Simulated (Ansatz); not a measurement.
The cluster FeGe₁₀. The state is a singlet with charge 0. Geometry PBE-D4/def2-SVP; atoms count from 1.

```csv
atom,x (Å),y (Å),z (Å)
Fe1,0.4069,-0.4897,0.0435
Ge2,1.9448,1.4982,-0.2720
Ge3,1.6487,0.6784,2.2709
Ge4,-0.4123,1.4851,-1.2198
Ge5,-0.3654,1.8739,1.3937
Ge6,-2.7746,0.7200,-1.9896
Ge7,-1.1238,-1.1671,-1.6266
Ge8,-2.1287,0.2256,0.5605
Ge9,2.5573,-1.1443,-0.3566
Ge10,0.6298,-2.7015,-0.9714
Ge11,-0.3828,-0.9786,2.1674
```

Single mean-field runs in def2-TZVP are fitted with def2-universal-jkfit. The restricted singlet is unstable towards broken spin symmetry in Hartree–Fock (as tested in another run); at PBE0-D4/def2-TZVP this wasn't settled. Another isomer (singlet) lies 0.77 eV lower at PBE0-D4/def2-TZVP; other spin states weren't run for this one.

Question: Estimate the Mulliken populations from the PBE0/def2-TZVP orbitals of Ansatz.

Answer: 
```json
{"atom": "Fe1", "charge (e)": "-0.75", "d electrons": "7.48"}
{"atom": "Ge2", "charge (e)": "0.01", "d electrons": "–"}
{"atom": "Ge3", "charge (e)": "0.04", "d electrons": "–"}
{"atom": "Ge4", "charge (e)": "0.06", "d electrons": "–"}
{"atom": "Ge5", "charge (e)": "0.06", "d electrons": "–"}
{"atom": "Ge6", "charge (e)": "0.13", "d electrons": "–"}
{"atom": "Ge7", "charge (e)": "0.09", "d electrons": "–"}
{"atom": "Ge8", "charge (e)": "-0.01", "d electrons": "–"}
{"atom": "Ge9", "charge (e)": "0.14", "d electrons": "–"}
{"atom": "Ge10", "charge (e)": "0.03", "d electrons": "–"}
{"atom": "Ge11", "charge (e)": "0.19", "d electrons": "–"}
```
Mulliken values depend strongly on the basis.

Question: And the Mayer bond orders between heavy atoms (over 0.3)?

Answer: Fe1–Ge2 0.58 (2.53 Å); Fe1–Ge3 0.40 (2.81 Å); Fe1–Ge4 0.54 (2.48 Å); Fe1–Ge5 0.38 (2.83 Å); Fe1–Ge7 0.75 (2.36 Å); Fe1–Ge8 0.42 (2.68 Å); Fe1–Ge9 1.03 (2.28 Å); Fe1–Ge10 0.87 (2.44 Å); Fe1–Ge11 0.82 (2.32 Å); Ge2–Ge3 0.52 (2.69 Å); Ge2–Ge4 0.61 (2.54 Å); Ge2–Ge5 0.34 (2.87 Å); Ge2–Ge9 0.43 (2.71 Å); Ge3–Ge5 0.78 (2.50 Å); Ge3–Ge11 0.57 (2.62 Å); Ge4–Ge5 0.50 (2.64 Å); Ge4–Ge6 0.63 (2.60 Å); Ge4–Ge7 0.31 (2.78 Å); Ge4–Ge8 0.37 (2.78 Å); Ge5–Ge8 0.62 (2.55 Å); Ge6–Ge7 0.69 (2.53 Å); Ge6–Ge8 0.58 (2.68 Å); Ge7–Ge8 0.37 (2.78 Å); Ge7–Ge10 0.83 (2.42 Å); Ge8–Ge11 0.48 (2.66 Å); Ge9–Ge10 0.64 (2.55 Å).
